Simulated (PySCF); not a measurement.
**From computed data to an observable: entropy of an ideal gas**

(E)-1,2-dibromo-1-chloroethene (C₂HBr₂Cl), SMILES Cl/C(Br)=C\Br.

Geometry optimised at PBE0-D3(BJ)/def2-SVP.

PBE0-D3(BJ)/def2-SVP in PySCF gives the harmonic wavenumbers 143, 168, 206, 270, 470, 625, 744, 796, 905, 1227, 1662, 3256 cm⁻¹ and the rotational temperatures 0.1588, 0.0286, 0.0242 K. The molar mass is 220.29 g/mol, the symmetry number 1, the spin multiplicity 1.

Work out the entropy at 298.15 K and 1 atm in the rigid-rotor, harmonic-oscillator model.


Translation (Sackur–Tetrode at 1 atm): S = R[1.5 ln M + 2.5 ln T − 1.16487] = 176.0 J/(mol K).
Rotation: q = (√π/σ) T^1.5/√(θA θB θC) = 870000, S = R[ln q + 3/2] = 126.2 J/(mol K).
Vibration: with u = 1.4388 ν/T, each mode gives R[u/(e^u − 1) − ln(1 − e^−u)]:
```
ν (cm⁻¹)  modes     u  S (J/(mol K))
--------  -----  ----  -------------
143           1  0.69          11.56
168           1  0.81          10.28
206           1  0.99           8.70
270           1  1.30           6.68
470           1  2.27           3.09
625           1  3.02           1.71
744           1  3.59           1.08
796           1  3.84           0.88
905           1  4.37           0.57
1227          1  5.92           0.15
1662          1  8.02           0.02
```
The stiffer modes add less than 0.005 each. Sum 44.7 J/(mol K).
Spin: R ln 1 = 0.0 J/(mol K).
Total 346.9 J/(mol K); the program's own thermochemistry gives 346.9. Translation makes up 51 % and vibration 13 %. Anharmonicity, hindered rotation and orbital degeneracy are left out.
